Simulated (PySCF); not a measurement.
This script is equivalent to a calculation on I (iodine, neutral).

```python
from pyscf import gto, scf, dft, mp, cc
import basis_set_exchange as bse
txt = bse.get_basis("aug-cc-pVDZ-PP", elements=["I"], fmt="nwchem", header=False)
cut = txt.index("\nECP")
mol = gto.M(atom="I 0 0 0", charge=0, spin=1, symmetry="D2h",
            basis=gto.basis.parse(txt[:cut]),
            ecp={"I": gto.basis.parse_ecp(txt[cut:])})
mf = dft.UKS(mol, xc="PBE0")
mf.irrep_nelec = {'Ag': (4, 4), 'B1g': (1, 1), 'B2g': (1, 1), 'B3g': (1, 1), 'B1u': (2, 2), 'B2u': (2, 2), 'B3u': (2, 1)}
mf.kernel()
```

Q: What total energy does it give?

A: -295.690 hartree (calculated).

Q: Which occupied shell lies highest, and where?

A: 5p β, at -7.827 eV.

Q: What is ⟨S²⟩, and what would a pure spin state give?

A: 0.752, against 0.75.

Energies and moments cover only the electrons outside the core potential.
